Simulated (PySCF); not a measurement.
UHF on S²⁺ (sulfur, charge +2)

Configuration: [Ne] 3s2 3p2, high-spin 3P determinant. Calculation: PySCF 2.14, in x2c-TZVPPall (5s5p3d1f, 42 functions); scalar relativity by spin-free X2C-1e.

| Item | Value |
| --- | --- |
| Total energy | -397.411179 hartree |
| One-electron energy | -536.6784 hartree |
| Hartree (Coulomb) energy | 163.7913 hartree |
| Exchange energy | -24.5241 hartree |
| ⟨S²⟩ | 2.0114 |
| ⟨L²⟩ | 2.034 |
| Sum of ⟨r⟩ | 10.50 bohr |
| Sum of ⟨r²⟩ | 15.09 bohr² |
| Traceless quadrupole moment −½Σ⟨3z² − r²⟩ along its main axis | 1.46 e·bohr² |
| Langevin diamagnetic susceptibility | -11.9 ×10⁻⁶ cm³/mol |

```csv
shell,electrons,mean orbital energy (hartree),spread (hartree),"rms radius, mean of both spins (bohr)"
1s α,1,-93.27483,0,0.112
1s β,1,-93.24885,0,0.112
2s α,1,-10.01130,0,0.515
2s β,1,-9.98685,0,0.515
2p α,3,-7.64611,0.02304,0.491
2p β,3,-7.60069,0.02714,0.491
3s α,1,-1.78765,0,1.71
3s β,1,-1.54343,0,1.71
3p α,2,-1.27534,0,1.90
```

Densities and radii are taken from the X2C orbitals without a picture-change correction, which distorts them close to the nucleus.

Spin-orbit constants ζ (cm⁻¹) from the X2C one-electron operator on these orbitals: bare nucleus, nucleus screened by l(l+1)(2l+1)/3 electrons, and screened by the Breit-Pauli mean field of the electrons.

```tsv
shell	bare	screened nucleus	mean field
2p	7515	6575	6150
3p	634.9	555.5	514.3
```

To first order the Landé constant is A = 257.1 cm⁻¹, so the lowest level has J = 0 and lies 0.0638 eV below the centre of the term. This holds in LS coupling only.
